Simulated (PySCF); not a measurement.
Constitutional and geometric isomers with formula C2H3NSi. Isolated molecules, 0 K electronic values unless said otherwise. Strings in code marks are SMILES. All members: neutral, multiplicity 1. Level: B3LYP-D3(BJ)/def2-TZVP (PySCF). B3LYP has the VWN-RPA correlation part, as in Gaussian. Delta-SCF ions had no search for a lower state.  The removal energy is E(N − 1 electrons) − E(N electrons) at the parent's geometry; ε(HOMO) is measured against the vacuum level.

```
species            −ε(HOMO) (eV)  vertical ionisation energy (Delta-SCF) (eV)
-----------------  -------------  -------------------------------------------
`C#CN=[SiH2]`               6.11                                         8.29
`C=[si]1cn1`                6.36                                         8.70
`N=[si]1cc1`                7.06                                     withheld
`C=[SiH]C#N`                7.07                                         9.33
`[H]/N=[SiH]/C#C`           7.34                                         9.58
```

Problem. Fit vertical ionisation energy (Delta-SCF) = a + b·x to the 4 complete rows by least squares, with x = −ε(HOMO) in eV. Give a, b and the rms residual, and predict the withheld value.

Solution. Means of the 4 rows: x̄ = 6.72, ȳ = 8.975 eV. Σ(x − x̄)² = 1.0086 and Σ(x − x̄)(y − ȳ) = 1.0162, so b = 1.008 and a = ȳ − b·x̄ = 2.201 eV. The rms residual is 0.057 eV. At x = 7.06 the line gives 9.32 eV. The run for `N=[si]1cc1` gave 9.47 eV, so the line is off by 0.15 eV, more than twice the rms residual.

Codes: PySCF.
